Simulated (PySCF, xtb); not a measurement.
C₃H₉Si, SMILES C[Si](C)C, multiplicity 2.

Harmonic wavenumbers (cm⁻¹) from GFN2-xTB run with xtb at its own minimum, in rising order: 102, 114, 114, 171, 171, 203, 637, 738, 738, 782, 786, 786, 855, 855, 865, 1362, 1362, 1372, 1481, 1487, 1487, 1491, 1491, 1498, 2984, 2985, 2991, 3041, 3042, 3043, 3044, 3047, 3048.

**Question.** What does PySCF with PBE-D3(BJ)/def2-SVP give at its own minimum? (An estimate is asked for; the answer gives what the named calculation found.)

**Answer.** 135, 146, 146, 192, 192, 211, 586, 653, 653, 656, 696, 696, 828, 828, 832, 1198, 1198, 1210, 1366, 1375, 1375, 1380, 1380, 1394, 2953, 2953, 2954, 3049, 3049, 3049, 3078, 3078, 3078. Paired by order, the mean absolute difference is 64 cm⁻¹ and the zero-point energies are 68.9 and 66.6 kcal/mol.
